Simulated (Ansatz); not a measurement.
Basis-set series for `[NH]=[Mo](=[NH])([OH])[Cl]`. The species carries charge 0 and has multiplicity 1. Mo: def2 effective core potential. The structure was optimised at the PBE0-D4/def2-TZVP level. It is one conformer, not always the lowest.

| functional | basis | functions | energy (Eh) | HOMO (eV) | LUMO (eV) |
| --- | --- | --- | --- | --- | --- |
| PBE0-D4 | def2-SVP | 106 | -714.39519 | -7.99 | -1.80 |
| PBE0-D4 | def2-QZVPP | 412 | -714.83291 | -8.12 | -2.01 |
| ωB97M-V | def2-SVP | 106 | -714.56835 | -10.16 | 0.33 |
| ωB97M-V | def2-QZVPP | 412 | -715.00983 | -10.33 | 0.04 |

Question: Give the rows for def2-TZVPP. (An estimate is asked.)

Answer: Computed: 
| functional | basis | functions | energy (Eh) | HOMO (eV) | LUMO (eV) |
| --- | --- | --- | --- | --- | --- |
| PBE0-D4 | def2-TZVPP | 233 | -714.80449 | -8.09 | -1.96 |
| ωB97M-V | def2-TZVPP | 233 | -714.98242 | -10.30 | 0.12 |

Positive LUMOs are unbound and depend on the basis.
